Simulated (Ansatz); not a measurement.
BrCl$_{2}$FZr, SMILES `[F][Zr]([Cl])([Cl])[Br]`, relaxed with RKS PBE-D4/def2-SVP in the Gaussian-basis code of Ansatz from a rough embedded geometry. The force threshold is 0.03 eV/Å; the program also tests the step.

Total charge 0; spin multiplicity 1. Zr takes the def2 core potential.

Start:

```xyz
5

F    -1.240   -2.022   -0.493
Zr   -0.152   -0.233   -0.180
Cl    2.456    0.065   -1.008
Cl   -1.391    1.860   -1.164
Br    0.327    0.329    2.846
```

```tsv
step	energy (eV)	largest force (eV/Å)	largest move (Å)
1	-99053.3872	3.903	0.000
2	-99055.3704	2.547	0.195
3	-99056.5313	1.427	0.196
4	-99056.5980	2.204	0.195
5	-99056.7312	0.358	0.118
6	-99056.7412	0.048	0.044
7	-99056.7417	0.012	0.012
```

End:

```xyz
5

F    -0.906   -1.724   -0.401
Zr   -0.040   -0.077   -0.047
Cl    2.102   -0.111   -0.987
Cl   -1.288    1.667   -0.981
Br    0.132    0.245    2.416
```

Hardware: 4 threads of an INTEL XEON PLATINUM 8581C on a shared host. Wall time 7 s, peak host memory 0.2 GiB.
